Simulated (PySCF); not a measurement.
## Diatomics of Se with the alkali metals

PBE0 with double-zeta basis sets in PySCF, for the lowest determinant that a PBE0 search found; no spin–orbit coupling. De refers to high-spin ground-configuration atoms. A positive dipole means M(−)Se(+).

| M | basis | state (unpaired electrons) | Re (Å) | ωe (cm⁻¹) | De (eV) | μ (D) |
| --- | --- | --- | --- | --- | --- | --- |
| Li | def2-SVP | doublet (π ↑) | 2.270 | 520 | 2.88 | -6.85 |
| Na | def2-SVP | doublet (π ↑) | 2.604 | 272 | 2.35 | -8.04 |
| K | def2-SVP | doublet (π ↑) | 2.961 | 198 | 2.37 | -10.03 |
| Cs | def2-SVP | doublet (π ↑) | 3.256 | 138 | 2.49 | -10.56 |

(1) By what factor does the bond length vary along the series?

Down a group the atoms grow and get heavier, so bonds lengthen and wavenumbers fall; this series shows no clear exception.

Spin–orbit coupling is left out, which matters for elements this heavy, above all for dissociation energies. States were picked by a PBE0 search and need not be the measured ground states.

Answers

(1) At PBE0 it runs from 2.270 Å (LiSe) to 3.256 Å (CsSe), a factor of 1.43.
